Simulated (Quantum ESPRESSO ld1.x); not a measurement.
Tm+, 68 electrons, occupied as [Xe] 4f13 5d1 (not the ground configuration). Method: scalar-relativistic Kohn-Sham, LDA (Slater exchange, VWN5 correlation), spin-polarised, spherical densities, point nucleus; open shells are filled with parallel spins first; computed with ld1.x of Quantum ESPRESSO 7.5.

Normalised radial functions P(r) = r R(r), r in bohr:

r	5p up	5p down	5d down
0.0009937	0.0012	0.0012	0.0000
0.001558	0.0025	0.0025	0.0000
0.002469	0.0055	0.0055	0.0000
0.00391	0.0119	0.0119	0.0001
0.006194	0.0253	0.0253	0.0003
0.009715	0.0509	0.0509	0.0011
0.01539	0.0973	0.0973	0.0035
0.02438	0.1642	0.1642	0.0110
0.03862	0.2188	0.2189	0.0310
0.06056	0.1702	0.1703	0.0719
0.09593	-0.0704	-0.0705	0.1280
0.152	-0.3120	-0.3121	0.1312
0.2407	-0.0570	-0.0570	-0.0150
0.3775	0.4466	0.4468	-0.2042
0.598	0.1140	0.1143	-0.1253
0.9473	-0.7505	-0.7507	0.2333
1.501	-0.8745	-0.8753	0.5271
2.353	-0.4054	-0.4043	0.5746
3.728	-0.0738	-0.0730	0.4234
5.906	-0.0037	-0.0037	0.1968
9.355	0.0000	0.0000	0.0409

5p up: eigenvalue -32.575 eV, 3 radial nodes at r = 0.0862, 0.252, 0.635 bohr, <r> = 1.48 bohr, 90 % of the charge inside 2.19 bohr. 5p down: eigenvalue -31.974 eV, 3 radial nodes at r = 0.0862, 0.252, 0.635 bohr, <r> = 1.48 bohr, 90 % of the charge inside 2.19 bohr. 5d down (empty): eigenvalue -5.497 eV, 2 radial nodes at r = 0.233, 0.717 bohr, <r> = 2.98 bohr, 90 % of the charge inside 4.94 bohr.
